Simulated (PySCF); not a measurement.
Geometry:
```
atom   x (Å)   y (Å)   z (Å)
  C1   4.561  -0.481   0.163
  C2   3.226   0.159   0.510
  C3   2.041  -0.493  -0.188
  C4   0.700   0.138   0.156
  C5  -0.484  -0.514  -0.543
  C6  -1.823   0.117  -0.194
  C7  -3.011  -0.536  -0.885
  C8  -4.328   0.178  -0.629
  O9  -4.323   1.519  -1.047
 H10   4.762  -0.424  -0.919
 H11   4.577  -1.546   0.442
 H12   5.397   0.012   0.682
 H13   3.251   1.233   0.252
 H14   3.068   0.121   1.602
 H15   2.194  -0.452  -1.282
 H16   2.015  -1.569   0.066
 H17   0.724   1.213  -0.097
 H18   0.545   0.096   1.250
 H19  -0.507  -1.591  -0.295
 H20  -0.332  -0.466  -1.637
 H21  -1.975   0.077   0.900
 H22  -1.813   1.189  -0.452
 H23  -3.108  -1.590  -0.570
 H24  -2.829  -0.569  -1.977
 H25  -4.535   0.199   0.454
 H26  -5.158  -0.391  -1.096
 H27  -4.154   1.531  -1.995
```

Geometry: PBE0-D3(BJ)/def2-SVP; GIAO shifts from PySCF 2.14.0 with density-fitted response routines, gas phase, non-relativistic, averaged over equivalent atoms.

At PBE0/pcSseg-1 (243 basis functions, 52 s wall time on 1 thread of an Arm Neoverse V1, shared host):
```
      atoms  δ (ppm)
         C8     65.1
         C7     38.9
         C3     36.7
         C4     35.0
         C5     34.9
         C6     29.6
         C2     27.1
         C1     16.7
         O9     38.0
    H25/H26     3.63
    H21/H22     1.39
    H13/H14     1.21
    H23/H24     1.19
    H17/H18     1.17
    H19/H20     1.08
    H15/H16     1.07
H10/H11/H12     1.00
        H27    -0.89
```

References, each an isolated molecule treated in the same way: TMS for 13C (σ = 184.41 ppm), 1H (σ = 31.27 ppm); 17O (σ = 334.56 ppm) against H2O.

**Question.** Predict the values at mPW1PW91/pcSseg-1 on the same geometry.

**Answer.** 
```json
{"atoms": "C8", "δ at mPW1PW91/pcSseg-1": "65.1", "change": "+0.0"}
{"atoms": "C7", "δ at mPW1PW91/pcSseg-1": "38.6", "change": "-0.3"}
{"atoms": "C3", "δ at mPW1PW91/pcSseg-1": "36.4", "change": "-0.3"}
{"atoms": "C4", "δ at mPW1PW91/pcSseg-1": "34.7", "change": "-0.3"}
{"atoms": "C5", "δ at mPW1PW91/pcSseg-1": "34.7", "change": "-0.2"}
{"atoms": "C6", "δ at mPW1PW91/pcSseg-1": "29.5", "change": "-0.1"}
{"atoms": "C2", "δ at mPW1PW91/pcSseg-1": "27.0", "change": "-0.1"}
{"atoms": "C1", "δ at mPW1PW91/pcSseg-1": "16.9", "change": "+0.2"}
{"atoms": "O9", "δ at mPW1PW91/pcSseg-1": "37.6", "change": "-0.4"}
{"atoms": "H25/H26", "δ at mPW1PW91/pcSseg-1": "3.61", "change": "-0.02"}
{"atoms": "H21/H22", "δ at mPW1PW91/pcSseg-1": "1.38", "change": "-0.01"}
{"atoms": "H13/H14", "δ at mPW1PW91/pcSseg-1": "1.19", "change": "-0.02"}
{"atoms": "H23/H24", "δ at mPW1PW91/pcSseg-1": "1.18", "change": "-0.01"}
{"atoms": "H17/H18", "δ at mPW1PW91/pcSseg-1": "1.16", "change": "-0.01"}
{"atoms": "H19/H20", "δ at mPW1PW91/pcSseg-1": "1.07", "change": "-0.01"}
{"atoms": "H15/H16", "δ at mPW1PW91/pcSseg-1": "1.06", "change": "-0.01"}
{"atoms": "H10/H11/H12", "δ at mPW1PW91/pcSseg-1": "1.00", "change": "+0.00"}
{"atoms": "H27", "δ at mPW1PW91/pcSseg-1": "-0.87", "change": "+0.02"}
```

Chemical shifts δ = σref − σ; 13C (σ = 183.54 ppm) and 1H (σ = 31.32 ppm) against TMS; 17O (σ = 333.30 ppm) against H2O, all at this level.

The largest change is at O9 (alcohol oxygen). Cost: 243 basis functions, 47 s wall time on 1 thread of an Arm Neoverse V1, shared host. The order of the carbon signals is the same at both levels.

Experimental scales use liquid or dissolved standards, which lie at an offset from isolated H2O (liquid H2O: subtract about 36 ppm).
